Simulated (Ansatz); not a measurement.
Basis-set extrapolation for `[SiH3]C1=C(Cl)B1` (PBE0-D4/def2-TZVP geometry, frozen core, the Gaussian-basis code of Ansatz). Multiplicity 1, RHF reference.

```
                      def2-TZVPP   def2-QZVPP
                 HF  -851.186731  -851.212634
    MP2 correlation    -0.705412    -0.759246
CCSD(T) correlation    -0.789030      not run
```

Energies in hartree. Use E(X) = E(∞) + A·exp(−7.88·√X) for Hartree–Fock and E(X) = E(∞) + B·X^(−2.97) for correlation, with X = 3 and 4, and add CCSD(T) minus MP2 of the smaller set to the MP2 limit.

Question: What is the CCSD(T) energy at the basis-set limit?

Answer: HF limit: -851.212634 + (-0.025903) × 0.13774 = -851.21620. MP2 limit: -0.759246 + (-0.053834) × 0.74074 = -0.79912. Higher-order term: -0.789030 − (-0.705412) = -0.08362. Total: -852.09894 hartree, 77.3 kcal/mol below CCSD(T)/def2-TZVPP.
